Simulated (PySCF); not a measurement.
Polarisability and C₆ of Cr⁺ (chromium, charge +1)

[Ar] 3d5, high-spin 6S determinant. Calculation: PySCF 2.14, in x2c-QZVPPall with one added diffuse shell each of s, p, d, f, g type (12s8p6d4f3g, 121 functions); the spin-free X2C one-electron Hamiltonian (Gaussian nucleus). Coupled (time-dependent) response in atomic units; α is the mean over directions.

```csv
method,mean α (bohr³),C₆ (like pair),S(−4)
TPSS,14.61,55.51,281.8
```

S(−4) is the Cauchy moment in α(ω) = α(0) + S(−4) ω² + …

α(iu) at TPSS:

| u (hartree) | α(iu) (bohr³) |
| --- | --- |
| 0 | 14.61 |
| 0.0500 | 13.95 |
| 0.100 | 12.43 |
| 0.200 | 9.357 |
| 0.300 | 7.324 |
| 0.500 | 5.087 |
| 0.750 | 3.641 |
| 1.00 | 2.797 |
| 1.50 | 1.844 |
| 2.00 | 1.318 |
| 3.00 | 0.7712 |
| 5.00 | 0.3581 |

For an ion, C₆ is the dispersion term alone; charge-induced terms of lower order in 1/R come first.
